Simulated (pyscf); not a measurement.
:C=CH–CH₂–F (SMILES [C]=CCF) [singlet] -> C₃H₃F (SMILES FC1C=C1), a rearrangement (singlet surface; C–H broken, C–C, C–H formed). Structures and frequencies: ωB97X-D3(BJ)/def2-SVP in PySCF. Correlated levels are frozen-core, on RHF or UHF. ΔMP2 is the change of the MP2 total energy from the triple- to the quadruple-zeta basis. Energies in eV from the reactant's lowest minimum found.

Small-basis levels: PySCF, no dispersion term, spherical d functions. Cost: rough CPU time at the saddle relative to B3LYP/6-31G*, from one job on a shared machine.

```json
[
 {"level": "HF/3-21G", "barrier": "1.95", "reaction energy": "-0.61", "cost": "0.05"},
 {"level": "SVWN5/6-31G*", "barrier": "-0.17", "reaction energy": "-2.28", "cost": "0.8"},
 {"level": "PBE/6-31G*", "barrier": "0.12", "reaction energy": "-1.93", "cost": "1"},
 {"level": "B3LYP/STO-3G", "barrier": "0.86", "reaction energy": "-1.75", "cost": "0.4"},
 {"level": "B3LYP/6-311+G**", "barrier": "0.52", "reaction energy": "-1.53", "cost": "2"},
 {"level": "PBE/def2-SVP", "barrier": "(withheld)", "reaction energy": "-1.99", "cost": "2"},
 {"level": "B3LYP/def2-SVP", "barrier": "(withheld)", "reaction energy": "-1.69", "cost": "1"},
 {"level": "CCSD(T)/def2-TZVPP + ΔMP2(QZVPP)", "barrier": "(withheld)", "reaction energy": "-1.56", "cost": "–"}
]
```

### Question
Fill in the missing entries.

### Answer

- PBE/def2-SVP, barrier: 0.03
- B3LYP/def2-SVP, barrier: 0.42
- CCSD(T)/def2-TZVPP + ΔMP2(QZVPP), barrier: 0.46

Against the last row the barrier runs from -0.63 (SVWN5/6-31G*) to +1.49 eV (HF/3-21G); B3LYP/def2-SVP happens to lie closest here (0.04 eV apart). At SVWN5/6-31G* this geometry lies under one side, so the entry may be no barrier of that level: it is a single point on another level's saddle. CCSD(T)/def2-TZVPP + ΔMP2(QZVPP) has limits of its own. :C=CH–CH₂–F [singlet] lies 1.95 eV over its isomer H₂C=C=CH–F (electronic energy, ωB97M-D3(BJ)/def2-TZVP). cyclic C₃H₃F (SMILES FC1C=C1) lies 0.42 eV over its isomer H₂C=C=CH–F (electronic energy, ωB97M-D3(BJ)/def2-TZVP). One saddle was located; it need not be the lowest between these sides. The CCSD(T) − MP2 part came from Ansatz, without density fitting, on the same reference.
